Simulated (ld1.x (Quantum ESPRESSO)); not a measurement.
**An all-electron radial function and its pseudo partner (cobalt)**

Columns: radius, all-electron u(r) and pseudo u(r) of the 3d shell (level -8.46 eV) of cobalt in the configuration [Ne] 3s2 3p6 3d7 4s2 4p0; LDA (PZ), scalar-relativistic, RRKJ scheme, ld1.x (Quantum ESPRESSO) 7.5.

| r (bohr) | all-electron | pseudo |
| --- | --- | --- |
| 0.079 | 0.0473 | 0.0041 |
| 0.158 | 0.2108 | 0.0318 |
| 0.237 | 0.4200 | 0.1002 |
| 0.316 | 0.6137 | 0.2163 |
| 0.395 | 0.7643 | 0.3742 |
| 0.474 | 0.8664 | 0.5573 |
| 0.553 | 0.9250 | 0.7418 |
| 0.632 | 0.9489 | 0.9029 |
| 0.711 | 0.9472 | 1.0202 |
| 0.790 | 0.9279 | 1.0821 |
| 0.869 | 0.8971 | 1.0878 |
| 0.948 | 0.8593 | 1.0462 |
| 1.027 | 0.8176 | 0.9726 |
| 1.106 | 0.7741 | 0.8844 |
| 1.185 | 0.7304 | 0.7970 |
| 1.264 | 0.6874 | 0.7203 |
| 1.343 | 0.6457 | 0.6580 |
| 1.422 | 0.6058 | 0.6086 |
| 1.501 | 0.5677 | 0.5680 |
| 1.580 | 0.5317 | 0.5317 |
| 1.659 | 0.4978 | 0.4978 |
| 1.738 | 0.4659 | 0.4659 |
| 1.817 | 0.4360 | 0.4360 |
| 1.896 | 0.4079 | 0.4079 |
| 1.975 | 0.3817 | 0.3817 |
| 2.054 | 0.3571 | 0.3571 |

Task: How many radial nodes do the two functions have?

Result: The all-electron 3d function has n − l − 1 = 0; the pseudo-wave has 0.

Task: At about which radius was the pseudo-wave matched?

Result: 1.58 bohr. The columns agree to 0.0005 from 1.50 bohr on; several derivatives are matched, so the curves merge somewhat inside the radius.

Task: Is the pseudo-wave norm-conserving?

Result: Yes: the RRKJ scheme keeps the norm inside the radius equal to the all-electron one, which fixes the energy derivative of the logarithmic derivative at the level.
